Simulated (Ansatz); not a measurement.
GeHBr3, relaxed as a singlet with RKS r2SCAN-D4/def2-SVP in Ansatz, starting from the GFN2-xTB geometry. Force threshold 0.02 eV/Å.

Start:

```xyz
5

Ge   -0.0364    0.1222   -0.0570
H    -0.4457    1.4514   -0.6973
Br   -0.0101   -1.5097   -1.6905
Br   -1.5728   -0.4199    1.5772
Br    2.0650    0.3559    0.8676
```

```csv
step,energy (eV),largest force component (eV/Å),SCF passes
1,-266643.8513,0.228,14
2,-266643.8587,0.039,18
3,-266643.8592,0.002,19
```

Force components are those of the run's own axes.

End:

Cartesian coordinates in Å:
```
Ge -0.0423 0.1383 -0.0663
H -0.4500 1.4657 -0.7039
Br -0.0039 -1.5085 -1.6640
Br -1.5491 -0.4306 1.5684
Br 2.0454 0.3351 0.8658
```

By distances, no bond broke or formed. The bond that changes most is Ge1–Br3, from 2.31 to 2.29 Å (atoms count from 1).

No frequencies were taken in this run, so the end may be a saddle point.

Hardware: 4 threads of Intel Xeon on a shared host. Wall time 13 s.
